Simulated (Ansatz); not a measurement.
Basis-set series for FH6O2ScSi2, SMILES `[F][Sc]([O][SiH3])[O][SiH3]`. The species carries charge 0 and has multiplicity 1. All single points use the PBE0-D4/def2-TZVP geometry. It is one conformer, not always the lowest.

| functional | basis | functions | energy (Eh) | HOMO (eV) | LUMO (eV) |
| --- | --- | --- | --- | --- | --- |
| PBE0-D4 | def2-SVP | 139 | -1592.71237 | -8.51 | -2.14 |
| PBE0-D4 | def2-TZVPP | 325 | -1593.33341 | -8.64 | -2.28 |
| ωB97M-V | def2-SVP | 139 | -1593.23257 | -10.76 | -0.54 |
| ωB97M-V | def2-TZVPP | 325 | -1593.86115 | -10.94 | -0.77 |

**Question.** Give the rows for def2-QZVPP. (An estimate is asked.)

**Answer.** Ansatz gave: 
| functional | basis | functions | energy (Eh) | HOMO (eV) | LUMO (eV) |
| --- | --- | --- | --- | --- | --- |
| PBE0-D4 | def2-QZVPP | 584 | -1593.38313 | -8.65 | -2.26 |
| ωB97M-V | def2-QZVPP | 584 | -1593.90686 | -10.95 | -0.77 |

Scalar relativity is left out up to krypton.
